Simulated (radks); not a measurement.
Results of a calculation; reference values are marked as such.
The zirconium ion Zr+, configuration [Kr] 4d1 5s1 6s1 (not the ground configuration). Code: a radial shooting solver on a logarithmic mesh with Libxc functionals. Model: Dirac Kohn-Sham, revPBE, spin-unpolarised, spherical densities, point nucleus; open shells fill j = l - 1/2 first.

Normalised radial functions P(r) = r R(r) (large component), r in bohr:

```
   r/bohr * 4d5/2 (the largest magnitude, 0.762, reaches the edge; | marks zero)
 0.001708                             *
 0.002314                             *
 0.003162                             *
  0.00432                             *
 0.005901                             *
 0.007998                             *
  0.01093                             *
  0.01493                             *
  0.02039                             *
  0.02764                             *
  0.03776                             *
  0.05158                             |*
  0.06991                             | *
  0.09551                             |   *
   0.1305                             |     *
   0.1782                             |        *
   0.2416                             |           *
     0.33                             |           *
   0.4509                             |      *
    0.616                           * |
   0.8348               *             |
     1.14     *                       |
    1.558  *                          |
    2.129      *                      |
    2.885              *              |
    3.941                      *      |
    5.384                           * |
    7.297                             *
    9.968                             *
    13.62                             *
     18.6                             *
```

4d5/2 (empty): eigenvalue -15.335 eV, 1 radial node at r = 0.581 bohr, <r> = 1.93 bohr, 90 % of the charge inside 3.03 bohr.
